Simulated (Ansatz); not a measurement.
# Ligand exchange: CuBr + C2H7NSi → CuNH2 + C2H5BrSi

Species: CuBr (copper(i) bromide), singlet; C2H7NSi `C=C[SiH2]N`, singlet; CuNH2 `[NH2][Cu]`, singlet; C2H5BrSi `C=C[SiH2]Br`, singlet. The partners trade Br for NH2: Cu–Br and Si–NH2 bonds give way to Cu–NH2 and Si–Br.

Shapes, held fixed at every level: PBE0-D4/def2-TZVP. Flexible molecules stand in one conformer, not always the lowest. Programs: Ansatz 0.2.0. The zero-point and thermal change to 298 K, harmonic and unscaled (PBE0-D4/def2-TZVP), is -3.2 kJ/mol.

```json
{"level": "HF/def2-SVP", "kind": "Hartree–Fock", "ΔH(298 K) (kJ/mol)": "+200.0", "CPU time (sum over the molecules)": "–"}
{"level": "HF/def2-TZVPP", "kind": "Hartree–Fock", "ΔH(298 K) (kJ/mol)": "+190.0", "CPU time (sum over the molecules)": "–"}
{"level": "PBE-D4/def2-TZVPP", "kind": "GGA", "ΔH(298 K) (kJ/mol)": "+89.4", "CPU time (sum over the molecules)": "32 s"}
{"level": "BHLYP-D4/def2-TZVPP", "kind": "global hybrid", "ΔH(298 K) (kJ/mol)": "+146.8", "CPU time (sum over the molecules)": "40 s"}
{"level": "PBE0-D4/def2-TZVPP", "kind": "global hybrid", "ΔH(298 K) (kJ/mol)": "+118.8", "CPU time (sum over the molecules)": "37 s"}
{"level": "wB97X-V/def2-TZVPP", "kind": "range-separated hybrid", "ΔH(298 K) (kJ/mol)": "+126.9", "CPU time (sum over the molecules)": "98 s"}
{"level": "wB97M-V/def2-TZVPP", "kind": "range-separated hybrid", "ΔH(298 K) (kJ/mol)": "+125.6", "CPU time (sum over the molecules)": "2.5 min"}
```

wB97M-V/def2-TZVPP gives ΔH(298 K) = +125.6 kJ/mol; the levels span +89.4 to +200.0. The median of the levels is +126.9. No measured value is set beside it here. Relativity is left out for Br unless named. Times are processor times on shared x86 and Arm servers, and rough.
